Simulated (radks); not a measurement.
Results of a calculation; reference values are marked as such.
Excited configurations of V II: one electron is placed in a higher orbital outside [Ar] 3d3. The ground configuration is [Ar] 3d4. Code: a radial shooting solver on a logarithmic mesh with Libxc functionals. Model: non-relativistic Kohn-Sham, SCAN, spin-unpolarised, spherical densities, point nucleus; meta-GGA in the generalised Kohn-Sham scheme. Excitation = E - E(ground); binding = E(ion) - E, where the ion is the core of charge +2; n* = 2/sqrt(2 binding) in atomic units, and the quantum defect is n - n*.

outer orbital  excitation (eV)  binding (eV)  quantum defect  eigenvalue (eV)  <r> (bohr)
4s                       0.779        13.840           2.017          -10.854       3.093
4d                       9.209         5.410           0.828           -3.881       6.046
4f                      11.287         3.332          -0.042           -2.347       9.063
5s                       8.495         6.124           2.019           -4.828       6.834
5p                       9.767         4.852           1.651           -3.799       8.105
6p                      11.720         2.899           1.667           -2.339       13.83
6d                      12.529         2.090           0.898           -1.650       18.33
7p                      12.665         1.954           1.723           -1.585       21.02
7f                      13.452         1.167           0.171           -0.923       33.19

The Delta-SCF ionisation energy is 14.619 eV (NIST Atomic Spectra Database: 14.63 eV, measured). Self-interaction in the functional shifts the binding energies and quantum defects, so they are the method's values and not measured ones. Spin polarisation and multiplet splitting are left out, so open shells lie too high by an amount that depends on their filling.

Beside tabulated values, note that spin-unpolarised runs miss the spin-polarisation part of the exchange energy of open shells.
